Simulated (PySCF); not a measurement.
HInO: one-bond stretch

Level of theory: PBE0/[In def2-TZVP with ECP28, O def2-TZVP, H def2-TZVP], scalar-relativistic core potentials, density fitting, no spin–orbit coupling, PySCF.

Rigid scan from the singlet minimum (In–H 1.664 Å, In–O 1.818 Å; H–In–O 180.0°). Coordinate: the bond from In to the last atom (H) scaled, the rest fixed. Energies in kJ/mol from the minimum.

Predict the curve at 0.92, 0.96, 1.00, 1.05, 1.12, 1.20, 1.35, 1.55, 1.80, 2.20.


| scale of one bond | E (kJ/mol) | dipole size (D) |
| --- | --- | --- |
| 0.92 | 14.4 | 5.05 |
| 0.96 | 3.3 | 4.95 |
| 1.00 | 0.0 | 4.85 |
| 1.05 | 4.2 | 4.72 |
| 1.12 | 20.6 | 4.53 |
| 1.20 | 48.6 | 4.30 |
| 1.35 | 112.0 | 3.87 |
| 1.55 | 197.0 | – |
| 1.80 | 286.1 | – |
| 2.20 | 382.7 | – |

At long bonds a restricted determinant can lie too high, and another spin state can fall below this curve.

Other isomers or separated fragments may lie lower.

The scan took 12 s on 2 threads of a shared Intel Xeon Platinum 8488C (Sapphire Rapids) host; the process peaked at 0.83 GiB. Launch command: `OMP_NUM_THREADS=2 python axn.py task.json out`.
